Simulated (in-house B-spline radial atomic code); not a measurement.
Tb⁷⁺. Computed with a B-spline radial atomic code. Model: all-electron spherical atom, spin shells full or empty, radial basis limit, no spin-orbit coupling, Breit or QED, empty-state partial waves extrapolated as (l+1/2)^-4, RPA, G0W0 and static COHSEX of the highest shell as one setting changes (uncorrelated shells keep exact exchange).

Without the two-electron picture change, core correlation of heavy ions comes too large.

Given: element Tb; charge 7; filled core Kr; hamiltonian one-electron scalar X2C; mean-field start Hartree-Fock; highest l of empty states 9; nuclear rms radius 5.06 fm; highest mean-field shell 4f up.

Shell: 4d 5 5, 4f 7 0, 5s 1 1, 5p 3 0 (electrons up and down).

```json
{"lowest nl shells left uncorrelated": "0", "RPA correlation energy (hartree)": "-4.6554", "G0W0 level (eV)": "-122.14", "G0W0 minus most complete (meV)": "0", "COHSEX level (eV)": "-126.35", "linearised minus solved G0W0 (meV)": "-0.4"}
{"lowest nl shells left uncorrelated": "1", "RPA correlation energy (hartree)": "-4.4559", "G0W0 level (eV)": "-122.14", "G0W0 minus most complete (meV)": "0", "COHSEX level (eV)": "-126.35", "linearised minus solved G0W0 (meV)": "-0.4"}
{"lowest nl shells left uncorrelated": "2", "RPA correlation energy (hartree)": "-4.2559", "G0W0 level (eV)": "-122.14", "G0W0 minus most complete (meV)": "0.5", "COHSEX level (eV)": "-126.35", "linearised minus solved G0W0 (meV)": "-0.4"}
{"lowest nl shells left uncorrelated": "3", "RPA correlation energy (hartree)": "?", "G0W0 level (eV)": "?", "G0W0 minus most complete (meV)": "?", "COHSEX level (eV)": "?", "linearised minus solved G0W0 (meV)": "?"}
{"lowest nl shells left uncorrelated": "4", "RPA correlation energy (hartree)": "-3.4951", "G0W0 level (eV)": "-122.13", "G0W0 minus most complete (meV)": "13", "COHSEX level (eV)": "-126.33", "linearised minus solved G0W0 (meV)": "-0.4"}
{"lowest nl shells left uncorrelated": "5", "RPA correlation energy (hartree)": "-2.9381", "G0W0 level (eV)": "-122.09", "G0W0 minus most complete (meV)": "55.6", "COHSEX level (eV)": "-126.28", "linearised minus solved G0W0 (meV)": "-0.4"}
{"lowest nl shells left uncorrelated": "6", "RPA correlation energy (hartree)": "?", "G0W0 level (eV)": "?", "G0W0 minus most complete (meV)": "?", "COHSEX level (eV)": "?", "linearised minus solved G0W0 (meV)": "?"}
{"lowest nl shells left uncorrelated": "7", "RPA correlation energy (hartree)": "-1.8664", "G0W0 level (eV)": "-121.99", "G0W0 minus most complete (meV)": "159.3", "COHSEX level (eV)": "-126.23", "linearised minus solved G0W0 (meV)": "-0.5"}
{"lowest nl shells left uncorrelated": "8", "RPA correlation energy (hartree)": "-1.3717", "G0W0 level (eV)": "-121.95", "G0W0 minus most complete (meV)": "195.9", "COHSEX level (eV)": "-125.9", "linearised minus solved G0W0 (meV)": "-0.5"}
{"lowest nl shells left uncorrelated": "9", "RPA correlation energy (hartree)": "-0.51344", "G0W0 level (eV)": "-122.2", "G0W0 minus most complete (meV)": "-53.2", "COHSEX level (eV)": "-125.43", "linearised minus solved G0W0 (meV)": "-0.4"}
{"lowest nl shells left uncorrelated": "10", "RPA correlation energy (hartree)": "-0.35723", "G0W0 level (eV)": "-122.4", "G0W0 minus most complete (meV)": "-250.1", "COHSEX level (eV)": "-125.12", "linearised minus solved G0W0 (meV)": "-0.3"}
{"lowest nl shells left uncorrelated": "11", "RPA correlation energy (hartree)": "-0.21568", "G0W0 level (eV)": "-122.82", "G0W0 minus most complete (meV)": "-674.2", "COHSEX level (eV)": "-124.89", "linearised minus solved G0W0 (meV)": "-0.1"}
```

(1) What follows for lowest nl shells left uncorrelated = 3?

(2) What follows for lowest nl shells left uncorrelated = 6?

## Answers

(1) RPA correlation energy -3.679 hartree; G0W0 level -122.14 eV; G0W0 minus most complete 2 meV; COHSEX level -126.35 eV; linearised minus solved G0W0 -0.4 meV.

(2) RPA correlation energy -2.0317 hartree; G0W0 level -122.01 eV; G0W0 minus most complete 131.2 meV; COHSEX level -126.33 eV; linearised minus solved G0W0 -0.5 meV.
